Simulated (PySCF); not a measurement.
## [EuH4]− at several levels of theory

Computed with PySCF 2.14.0 (density fitting, no spin-orbit coupling) at the geometry relaxed with PBE0:

```xyz
5
[EuH4]− (singlet in the valence; each metal's 4f electrons, 6 of them, lie in its core potential, out of spins and levels)
Eu    0.0000    0.0000    0.0000
H     1.2271    1.2271    1.2271
H    -1.2271   -1.2271    1.2271
H     1.2271   -1.2271   -1.2271
H    -1.2271    1.2271   -1.2271
```

```tsv
level	basis	state	HOMO (eV)	gap (eV)	charge on Eu1 (e)	population of f-type functions on Eu1 (polarisation alone where 4f lies in the core)	dipole about the centre of mass (D)	largest force component (eV/Å)
PBE0	Eu lcecp-1-SVP with ECP52, H def2-SVP	singlet	-2.12	5.98	0.26	0.02	0.00	0.00
B3LYP	the same	singlet	-1.93	5.58	0.18	0.02	0.00	0.03
PBE0	Eu lcecp-1-TZVP with ECP52, H def2-TZVP	singlet	-2.17	6.00	0.55	0.03	0.00	0.00
```

In the lcecp rows the 4f levels are missing from HOMO and gap, and the state counts the valence alone.

Charges are Mulliken's, which hang on the basis. The relaxation used the grid (50, 194), these runs (75, 302) or, all-electron (x2c bases, spin-free X2C Hamiltonian), (99, 590).

(1) What does TPSS with Eu lcecp-1-SVP with ECP52, H def2-SVP give here?

An lcecp potential fixes the number of 4f electrons, so in runs with it no electron can move into or out of that shell.

Results:

(1) state singlet, HOMO (eV) -1.13, gap (eV) 4.40, charge on Eu1 (e) 0.38, population of f-type functions on Eu1 (polarisation alone where 4f lies in the core) 0.02, dipole about the centre of mass (D) 0.00, largest force component (eV/Å) 0.02. Time: 2.3 s on 2 threads of Intel(R) Xeon(R) Platinum 8488C (Sapphire Rapids), with other jobs on the host, from an already converged density.
